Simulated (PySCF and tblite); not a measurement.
Values are calculated unless marked as measured or tabulated.
C6H9F3S, numbered as in [F:1][C:2]([F:3])([F:4])[CH:5]1[CH2:6][CH2:7][S:8][CH2:9][CH2:10]1.

Search: ETKDG, MMFF94s, GFN2-xTB, 60 starts; geometries at GFN2-xTB. Energies: PBE0-D3(BJ)/def2-SVP, with GFN2-xTB thermal terms (modes under about 100 cm⁻¹ blended into free rotors). Symmetry numbers and mirror images are counted. Conformers within 3 kcal/mol (GFN2-xTB free energy) were kept, 10 at most. Of two unlike H on one atom, a is the less shielded (wB97X-D/6-31G*). (PySCF 2.14, tblite 0.8.)

An NOE distance is ⟨r⁻⁶⟩^(−1/6) over all pairs of like atoms and, for the average, over conformers.

The 6-ring runs over atoms 5–6–7–8–9–10.

```tsv
conformer	shape	weight %
1	6-ring chair (all substituents equatorial)	89.6
2	6-ring chair (C2 axial)	10.4
```

Question: Which H–H contacts under 3.5 Å would NOEs report (pairs on one atom left out) at 298.15 K?

Answer: 
| pair | in 1 (Å) | in 2 (Å) | average (Å) |
| --- | --- | --- | --- |
| H5 ··· H6a/H10a | 2.50 | 2.39 | 2.48 |
| H5 ··· H7b/H9b | 2.54 | 4.28 | 2.59 |
| H6b/H10b ··· H7a/H9a | 2.78 | 2.82 | 2.79 |
| H6a/H10a ··· H7a/H9a | 2.77 | 3.34 | 2.80 |
| H6a/H10a ··· H7b/H9b | 2.81 | 2.74 | 2.80 |
| H5 ··· H6b/H10b | 3.06 | 2.49 | 2.95 |
| H6b/H10b ··· H7b/H9b | 3.34 | 2.77 | 3.23 |

Longer pairs under the limit may be missing.


Conformer gaps in def2-SVP on xTB geometries can be 2 kcal/mol too large for S=O, P=O and other polar bonds.